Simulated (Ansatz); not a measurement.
Program: Ansatz. Geometries: PBE0-D4/def2-TZVP. ΔE: electronic, gas phase. CBS: MP2 limit from def2 TZ/QZ plus the TZ coupled-cluster correction, frozen cores. Functionals use def2-TZVPP. B3LYP here is the variant with VWN-RPA as its local correlation; programs differ in this. One conformer a species, not always the lowest.

Reaction (cleavage of the Si–B bond): `OB([SiH3])OCF` + `CB(O)F` → `CB(F)O[SiH3]` + `OBOCF`

(1) Is it downhill or uphill in electronic energy at CCSD(T)/CBS, and by how much? (Estimate.)

(2) What do these levels give: B3LYP-D4, ωB97X-V, B2PLYP, PBE, r2SCAN, PBE0, SCS-MP2/def2-TZVPP, CCSD/def2-TZVPP, CCSD(T)/def2-TZVPP, MP2/def2-QZVPP, SCS-MP2/def2-QZVPP, HF/CBS(def2)? (Estimate.)

Largest T1 diagnostic among the species: 0.013.

Results:

(1) The calculation gave: Downhill: ΔE = -1.20 eV.

(2) Computed: B3LYP-D4 -1.19, ωB97X-V -1.16, B2PLYP -1.25, PBE -0.97, r2SCAN -1.14, PBE0 -1.06, SCS-MP2/def2-TZVPP -1.31, CCSD/def2-TZVPP -1.23, CCSD(T)/def2-TZVPP -1.18, MP2/def2-QZVPP -1.28, SCS-MP2/def2-QZVPP -1.32, HF/CBS(def2) -1.53 eV.

In def2-TZVPP, CCSD(T) changes the Hartree–Fock value by +0.31 eV (the triples alone add +0.05 eV) and MP2 by +0.23 eV. From PBE to PBE0 (25 % exact exchange), in def2-TZVPP and without D4, ΔE moves by −0.09 eV.
